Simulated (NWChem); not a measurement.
System: C2H4GeN2; SMILES C1N=[CH][GeH2][N]=1

Input file for NWChem:

```
start job
memory heap 200 mb stack 900 mb global 1100 mb
geometry units angstroms noautoz
  C      1.278215     0.658334     0.000000
  N      0.622118     1.753084     0.000000
  C     -0.809160     1.540765     0.000000
  N     -1.377180     0.405076     0.000000
  Ge     0.006310    -0.857874     0.000000
  H      2.375868     0.689458     0.000000
  H     -1.387511     2.477501     0.000000
  H     -0.011038    -1.719773     1.268533
  H     -0.011038    -1.719773    -1.268533
end
basis spherical
  * library def2-svp
end
dft
  xc mn15-l
  iterations 150
  mulliken
end
task dft energy
```

Parts of the log:

```
             Northwest Computational Chemistry Package (NWChem) 7.3.0
             --------------------------------------------------------

 CS  symmetry detected

                             Geometry "geometry" -> ""
                             -------------------------

 Output coordinates in angstroms (scale by  1.889725989 to convert to a.u.)

  No.       Tag          Charge          X              Y              Z
 ---- ---------------- ---------- -------------- -------------- --------------
    1 C                    6.0000     1.29731756     0.65283844     0.00000000
    2 N                    7.0000     0.63800776     1.74565655     0.00000000
    3 C                    6.0000    -0.79264041     1.52913434     0.00000000
    4 N                    7.0000    -1.35732208     0.39178178     0.00000000
    5 Ge                  32.0000     0.02987164    -0.86709901     0.00000000
    6 H                    1.0000     2.39487441     0.68718647     0.00000000
    7 H                    1.0000    -1.37374042     2.46416750     0.00000000
    8 H                    1.0000     0.01505539    -1.72904525     1.26853300
    9 H                    1.0000     0.01505539    -1.72904525    -1.26853300

 Effective nuclear repulsion energy (a.u.)     332.8090460712

      Symmetry information
      --------------------

 Group name             Cs
 Group number              2
 Group order               2
 No. of unique centers     8

                                 NWChem DFT Module
                                 -----------------

 Summary of "ao basis" -> "ao basis" (spherical)
 ------------------------------------------------------------------------------
       Tag                 Description            Shells   Functions and Types
 ---------------- ------------------------------  ------  ---------------------
 C                          def2-svp                 6       14   3s2p1d
 N                          def2-svp                 6       14   3s2p1d
 Ge                         def2-svp                12       32   5s4p3d
 H                          def2-svp                 3        5   2s1p

      Symmetry analysis of basis
      --------------------------

        a'         75
        a"         33

            General Information
            -------------------
          SCF calculation type: DFT
          Wavefunction type:  closed shell.
          No. of atoms     :     9
          No. of electrons :    62
           Alpha electrons :    31
            Beta electrons :    31
          Charge           :     0
          Spin multiplicity:     1
          Use of symmetry is: on ; symmetry adaption is: on
          Maximum number of iterations: 150
          AO basis - number of functions:   108
                     number of shells:    48
          Convergence on energy requested:  1.00D-06
          Convergence on density requested:  1.00D-05
          Convergence on gradient requested:  5.00D-04

              XC Information
              --------------
                       MN15-L Method XC Functional
                        MN15-L Exchange Functional  1.000
                      MN15-L Correlation Potential  1.000

             Grid Information
             ----------------
          Grid used for XC integration:  medium
          Radial quadrature: Mura-Knowles
          Angular quadrature: Lebedev.
          Tag              B.-S. Rad. Rad. Pts. Rad. Cut. Ang. Pts.
          ---              ---------- --------- --------- ---------
          C                   0.70       49          10.0       434
          N                   0.65       49          10.0       434
          Ge                  1.25      112          10.0       590
          H                   0.35       45          12.0       434
          Grid pruning is: on
          Number of quadrature shells:   443
          Spatial weights used:  Erf1

      Superposition of Atomic Density Guess
      -------------------------------------

 Sum of atomic energies:       -2260.77859065

      Non-variational initial energy
      ------------------------------

 Total energy =   -2263.352025
 1-e energy   =   -3807.774936
 2-e energy   =    1211.613866
 HOMO         =      -0.278805
 LUMO         =      -0.077411

      Symmetry analysis of molecular orbitals - initial
      -------------------------------------------------

  Numbering of irreducible representations:

     1 a'          2 a"

  Orbital symmetries:

     1 a'          2 a'          3 a'          4 a"          5 a'
     6 a'          7 a'          8 a'          9 a'         10 a'
    11 a'         12 a"         13 a'         14 a'         15 a'
    16 a"         17 a'         18 a"         19 a'         20 a'
    21 a'         22 a'         23 a'         24 a'         25 a"
    26 a'         27 a'         28 a"         29 a"         30 a'
    31 a'         32 a"         33 a'         34 a"         35 a'
    36 a'         37 a'         38 a"         39 a'         40 a'
    41 a'

     ---------------------------------------------
      Total Density - Mulliken Population Analysis
     ---------------------------------------------

    Atom       Charge   Shell Charges
 -----------   ------   -------------------------------------------------------
    1 C    6     5.87   1.99  0.98  0.34  1.72  0.80  0.05
    2 N    7     7.52   1.99  1.09  0.55  2.38  1.49  0.03
    3 C    6     5.51   1.99  0.95  0.22  1.65  0.64  0.07
    4 N    7     7.83   1.99  1.10  0.59  2.49  1.64  0.02
    5 Ge  32    31.28   2.00  2.00  2.00  1.05  0.23  6.00  5.98  1.12  0.78  8.13  1.81  0.17
    6 H    1     0.91   0.68  0.21  0.02
    7 H    1     0.94   0.69  0.23  0.02
    8 H    1     1.06   0.67  0.39  0.01
    9 H    1     1.06   0.67  0.39  0.01

   convergence    iter        energy       DeltaE   RMS-Dens  Diis-err
 ---------------- ----- ----------------- --------- --------- ---------
 d= 0,ls=0.0,diis     1  -2264.3940315425 -2.60D+03  1.52D-02  9.61D-01
 d= 0,ls=0.0,diis     2  -2264.1607785460  2.33D-01  1.27D-02  2.38D+00
 d= 0,ls=0.0,diis     3  -2264.4639166638 -3.03D-01  3.27D-03  1.56D-01
 d= 0,ls=0.0,diis     4  -2264.4827851091 -1.89D-02  1.22D-03  1.85D-02
 d= 0,ls=0.0,diis     5  -2264.4851316030 -2.35D-03  3.27D-04  1.49D-03
  Resetting Diis
 d= 0,ls=0.0,diis     6  -2264.4852432528 -1.12D-04  1.52D-04  5.11D-04
 d= 0,ls=0.0,diis     7  -2264.4853019175 -5.87D-05  1.08D-04  3.43D-05
 d= 0,ls=0.0,diis     8  -2264.4852863820  1.55D-05  7.42D-05  1.54D-04
 d= 0,ls=0.0,diis     9  -2264.4853061754 -1.98D-05  9.30D-06  1.98D-06
 d= 0,ls=0.0,diis    10  -2264.4853063592 -1.84D-07  2.51D-06  8.05D-08

         Total DFT energy =    -2264.485306359228
      One electron energy =    -3808.497022128854
           Coulomb energy =     1316.111580048730
    Exchange-Corr. energy =     -104.908910350330
 Nuclear repulsion energy =      332.809046071226

 Numeric. integr. density =       62.000024873298

                  Occupations of the irreducible representations
                  ----------------------------------------------

                     irrep           alpha         beta
                     --------     --------     --------
                     a'               24.0         24.0
                     a"                7.0          7.0

                       DFT Final Molecular Orbital Analysis
                       ------------------------------------

 Vector   29  Occ=2.000000D+00  E=-2.823379D-01  Symmetry=a"
              MO Center= -2.9D-01,  8.2D-01, -3.2D-15, r^2= 2.6D+00
   Bfn.  Coefficient  Atom+Function         Bfn.  Coefficient  Atom+Function
  ----- ------------  ---------------      ----- ------------  ---------------
    48      0.379900  4 N  pz                51     -0.294995  4 N  pz
     6      0.282875  1 C  pz                34     -0.250378  3 C  pz
    20     -0.246696  2 N  pz                 9      0.218270  1 C  pz
    23      0.189627  2 N  pz                37     -0.168934  3 C  pz
    99      0.049283  8 H  s                100      0.049276  8 H  s

 Vector   30  Occ=2.000000D+00  E=-2.590873D-01  Symmetry=a'
              MO Center= -3.1D-01,  6.9D-01,  6.5D-16, r^2= 3.3D+00
   Bfn.  Coefficient  Atom+Function         Bfn.  Coefficient  Atom+Function
  ----- ------------  ---------------      ----- ------------  ---------------
    46      0.353275  4 N  px                49     -0.287518  4 N  px
    17      0.274816  2 N  s                  5     -0.253208  1 C  py
    68      0.228366  5 Ge px                19     -0.218543  2 N  py
    22      0.167688  2 N  py                94     -0.159380  7 H  s
    44      0.158183  4 N  s                 16      0.155082  2 N  s

 Vector   31  Occ=2.000000D+00  E=-2.368918D-01  Symmetry=a'
              MO Center= -5.4D-02,  9.9D-01, -1.7D-15, r^2= 3.3D+00
   Bfn.  Coefficient  Atom+Function         Bfn.  Coefficient  Atom+Function
  ----- ------------  ---------------      ----- ------------  ---------------
    19      0.344801  2 N  py                46      0.320286  4 N  px
    22     -0.293721  2 N  py                49     -0.266588  4 N  px
    18      0.247735  2 N  px                60     -0.223609  5 Ge s
    21     -0.212492  2 N  px                69     -0.181218  5 Ge py
    32      0.152460  3 C  px                72     -0.124267  5 Ge py

 Vector   32  Occ=0.000000D+00  E=-1.019963D-01  Symmetry=a"
              MO Center=  2.8D-01,  6.6D-01, -1.4D-15, r^2= 3.3D+00
   Bfn.  Coefficient  Atom+Function         Bfn.  Coefficient  Atom+Function
  ----- ------------  ---------------      ----- ------------  ---------------
     9      0.402508  1 C  pz                 6      0.363263  1 C  pz
    73      0.300193  5 Ge pz                23     -0.295375  2 N  pz
    37     -0.285764  3 C  pz               100     -0.279019  8 H  s
   105      0.279019  9 H  s                 51      0.266605  4 N  pz
    20      0.259336  2 N  pz                34     -0.256398  3 C  pz

 Vector   33  Occ=0.000000D+00  E=-4.091393D-03  Symmetry=a'
              MO Center=  3.0D-01, -1.0D+00,  5.4D-16, r^2= 3.7D+00
   Bfn.  Coefficient  Atom+Function         Bfn.  Coefficient  Atom+Function
  ----- ------------  ---------------      ----- ------------  ---------------
    71      1.070540  5 Ge px                 3     -0.798780  1 C  s
    45      0.528068  4 N  s                 61      0.430568  5 Ge s
    68      0.281964  5 Ge px               100     -0.258122  8 H  s
   105     -0.258122  9 H  s                 72     -0.245395  5 Ge py
    50     -0.222960  4 N  py                 8      0.204093  1 C  py

 Vector   34  Occ=0.000000D+00  E= 2.904661D-02  Symmetry=a"
              MO Center= -2.8D-01,  1.2D+00,  7.7D-15, r^2= 2.6D+00
   Bfn.  Coefficient  Atom+Function         Bfn.  Coefficient  Atom+Function
  ----- ------------  ---------------      ----- ------------  ---------------
    37      0.587012  3 C  pz                23     -0.500202  2 N  pz
    34      0.426354  3 C  pz                51     -0.420190  4 N  pz
    20      0.369388  2 N  pz                 9      0.328553  1 C  pz
    48      0.299251  4 N  pz                 6      0.176246  1 C  pz
    87     -0.121693  5 Ge d  1              77      0.054566  5 Ge d  1

     ---------------------------------------------
      Total Density - Mulliken Population Analysis
     ---------------------------------------------

    Atom       Charge   Shell Charges
 -----------   ------   -------------------------------------------------------
    1 C    6     6.06   1.99  0.93  0.34  1.90  0.86  0.05
    2 N    7     7.34   1.99  1.05  0.62  2.25  1.40  0.03
    3 C    6     5.72   1.99  0.92  0.17  1.91  0.65  0.08
    4 N    7     7.47   1.99  1.05  0.67  2.23  1.51  0.03
    5 Ge  32    31.39   2.00  2.00  1.99  1.08  0.16  6.00  5.97  1.33  0.70  8.13  1.76  0.28
    6 H    1     0.93   0.74  0.16  0.03
    7 H    1     0.94   0.75  0.17  0.02
    8 H    1     1.08   0.73  0.34  0.01
    9 H    1     1.08   0.73  0.34  0.01

     -------------------------------------------
      Total Density - Lowdin Population Analysis
     -------------------------------------------

    Atom       Charge   Shell Charges
 -----------   ------   -------------------------------------------------------
    1 C    6     6.04   1.97  0.64  0.36  1.75  1.22  0.11
    2 N    7     7.14   1.97  0.83  0.49  2.13  1.66  0.06
    3 C    6     5.90   1.97  0.61  0.30  1.75  1.10  0.18
    4 N    7     7.25   1.97  0.83  0.52  2.11  1.77  0.04
    5 Ge  32    31.57   2.00  2.00  1.93  0.71  0.34  5.99  5.82  1.39  1.02  7.83  2.01  0.55
    6 H    1     0.98   0.64  0.27  0.07
    7 H    1     0.99   0.65  0.27  0.07
    8 H    1     1.07   0.62  0.42  0.03
    9 H    1     1.07   0.62  0.42  0.03

     Multipole analysis of the density
     ---------------------------------

     L   x y z        total         alpha         beta         nuclear
     -   - - -        -----         -----         ----         -------
     0   0 0 0     -0.000000    -31.000000    -31.000000     62.000000

     1   1 0 0      0.651392      0.325696      0.325696     -0.000000
     1   0 1 0     -0.585194     -0.292597     -0.292597     -0.000000
     1   0 0 1     -0.000000     -0.000000     -0.000000      0.000000

     2   2 0 0    -32.287329    -82.681705    -82.681705    133.076082
     2   1 1 0     -2.231340      0.200675      0.200675     -2.632690
     2   1 0 1      0.000000      0.000000      0.000000      0.000000
     2   0 2 0    -31.794090   -150.839444   -150.839444    269.884798
     2   0 1 1     -0.000000     -0.000000     -0.000000      0.000000
     2   0 0 2    -31.159331    -21.326137    -21.326137     11.492942
```

Level: MN15-L/def2-SVP. Geometry: optimised at PBE0/def2-SVP.
